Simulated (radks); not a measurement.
The numbers below are computed, except where a source is named.
All-electron atom: Te II in [Kr] 4d10 5s2 5p3. Level of theory: Dirac Kohn-Sham, PBE, spin-unpolarised, spherical densities, finite nucleus; open shells are shared between the two j in proportion to 2j + 1; Fermi nuclear charge, rms radius 4.7423 fm (a radial shooting solver on a logarithmic mesh with Libxc functionals).

Unscreened Slater integrals over Kohn-Sham orbitals (cm^-1). Large and small components are both included.

integral,value
"F0(5p3/2,5p3/2)",78788
"F2(5p3/2,5p3/2)",42208
"F0(5p3/2,5p1/2)",80327
"G2(5p3/2,5p1/2)",42859
"F0(5p3/2,5s1/2)",86335
"G1(5p3/2,5s1/2)",55755
"F0(5p3/2,4d5/2)",99429
"F2(5p3/2,4d5/2)",26100
"G1(5p3/2,4d5/2)",8197.0
"G3(5p3/2,4d5/2)",7468.1
"F0(5p1/2,5p1/2)",81987
"F0(5p1/2,5s1/2)",88509
"G1(5p1/2,5s1/2)",59002
"F0(5p1/2,4d5/2)",103070
"G3(5p1/2,4d5/2)",8501.1
"F0(5s1/2,5s1/2)",97265
"F0(5s1/2,4d5/2)",119270
"G2(5s1/2,4d5/2)",15150
"F0(4d5/2,4d5/2)",203350
"F2(4d5/2,4d5/2)",102590
"F4(4d5/2,4d5/2)",67870
